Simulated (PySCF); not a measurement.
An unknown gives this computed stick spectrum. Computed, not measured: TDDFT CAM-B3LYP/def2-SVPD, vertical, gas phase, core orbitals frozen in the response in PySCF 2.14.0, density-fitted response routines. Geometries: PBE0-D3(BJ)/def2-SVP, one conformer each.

```json
{"state": "S1", "E (eV)": "5.91", "λ (nm)": "210.0", "f": "0.0003"}
{"state": "S2", "E (eV)": "7.70", "λ (nm)": "161.1", "f": "0.033"}
{"state": "S3", "E (eV)": "8.08", "λ (nm)": "153.5", "f": "0.0044"}
{"state": "S4", "E (eV)": "8.18", "λ (nm)": "151.6", "f": "0.076"}
{"state": "S5", "E (eV)": "8.24", "λ (nm)": "150.5", "f": "0.0017"}
{"state": "S6", "E (eV)": "8.38", "λ (nm)": "148.0", "f": "0.025"}
{"state": "S7", "E (eV)": "8.54", "λ (nm)": "145.2", "f": "0.063"}
{"state": "S8", "E (eV)": "8.63", "λ (nm)": "143.7", "f": "0.018"}
{"state": "S9", "E (eV)": "8.89", "λ (nm)": "139.5", "f": "0.022"}
{"state": "S10", "E (eV)": "8.90", "λ (nm)": "139.3", "f": "0.040"}
```

Question: Which candidate is it? All have the formula C5H12O2Si.
A. `CCO[Si@H]1CCCO1`
B. `CC(C)CC(=O)O[SiH3]`
C. `[SiH]1(CCC)OCCO1`

Answer: B. Its S1, at 5.91 eV, is the lowest among the candidates; the nearest of the others has S1 at 7.34 eV. S1 is HOMO→LUMO+1 (78%), HOMO→LUMO (11%). Löwdin shares by element: HOMO oxygen 73%, carbon 17% or more; LUMO silicon 25%, carbon 13% or more, oxygen 11% or more, hydrogen 8% or more (atoms not listed hold the other 43%). At the same level the other candidates give, for their lowest levels:
- `CCC[SiH]1OCCO1`: 7.34 eV (f 0.006); 7.63 eV (f 0.000); 7.69 eV (f 0.005); 7.91 eV (f 0.026); 7.97 eV (f 0.014); T1 6.99 eV; HOMO -9.19, LUMO 1.31 eV
- `CCO[Si@H]1CCCO1`: 7.65 eV (f 0.000); 7.94 eV (f 0.017); 8.08 eV (f 0.050); 8.19 eV (f 0.006); 8.23 eV (f 0.006); T1 7.44 eV; HOMO -9.27, LUMO 1.31 eV

Conformer computed: `[CH3:1][CH:2]([CH3:3])[CH2:4][C:5](=[O:6])[O:7][SiH3:8]`: C1–C2–C4–C5 168°, C2–C4–C5–O6 -15°, C4–C5–O7–Si8 178°.
Triplets come from the Tamm–Dancoff approximation.
